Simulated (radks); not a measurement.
Question: These are the eigenvalues of the occupied orbitals of an atom or ion with whole-number occupations (eV). Calculated with a radial shooting solver on a logarithmic mesh with Libxc functionals: scalar-relativistic Kohn-Sham, SCAN, spin-polarised, spherical densities, finite nucleus; meta-GGA in the generalised Kohn-Sham scheme; Fermi nuclear charge, rms radius of each element as measured or else 0.836 A^(1/3) + 0.57 fm.

| orbital | eigenvalue |
|---|---|
| 1s down | -6469.874 |
| 1s up | -6469.846 |
| 2s up | -770.7467 |
| 2s down | -767.7559 |
| 2p up | -653.7922 |
| 2p down | -651.5692 |
| 3s up | -108.9970 |
| 3s down | -102.0117 |
| 3p up | -76.3285 |
| 3p down | -69.4415 |
| 3d up | -26.1644 |

Which element is it, and in what charge state? The configuration may be excited. Open shells, if any, are filled with parallel spins first.

Answer: Z = 25, manganese, charge +2: Mn2+ in [Ar] 3d5. The list shows which subshells hold electrons but not how many an open one holds; the 1s level, -237.76 hartree, gives Z - s = 21.8 by -(Z - s)^2/2, which with screening and relativity narrows Z to a few neighbours, and the depths of the outer levels then fix element, charge and occupations together.
